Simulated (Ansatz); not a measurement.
Input for Ansatz (development build ahead of 0.2.0):

```yaml
crystal:
  periodic: [false, false, false]
  atoms:
    - { symbol: Li, position_ang: [1.12229, 0.6149, -0.81675] }
    - { symbol: F, position_ang: [1.42345, -0.75829, 0.41921] }
    - { symbol: F, position_ang: [-0.25882, -0.22403, -1.58723] }
    - { symbol: Li, position_ang: [-0.13848, -1.4808, -0.31621] }
    - { symbol: F, position_ang: [0.12828, 1.57679, 0.32068] }
    - { symbol: Li, position_ang: [0.22663, 0.21604, 1.47934] }
    - { symbol: Li, position_ang: [-1.28558, 0.67841, -0.38749] }
    - { symbol: F, position_ang: [-1.21103, -0.64902, 0.85239] }
basis:
  gaussian: { orbitals: def2-SVP }
total_charge: 1
magnetization:
  spin_polarized: true
  initial_magnetization: 1
hamiltonian:
  xc: hf
output:
  forces: true
```

The input is written out in the form of the current development build from the run's settings.

Results

```
Converged                       : yes
Total energy                    : -427.32500 hartree
Spin squared of the determinant : 0.753
Stability test                  : minimum
```

Forces (eV/Å):
```
atom      Fx      Fy      Fz
 Li1  -0.134   1.896  -1.762
  F2   1.223  -0.648   0.366
  F3   0.974  -0.342   1.055
 Li4  -2.030  -1.252  -1.012
  F5   0.783  -1.244   0.086
 Li6  -1.481   1.290   1.688
 Li7  -0.796   0.426  -0.239
  F8   1.461  -0.125  -0.182
```
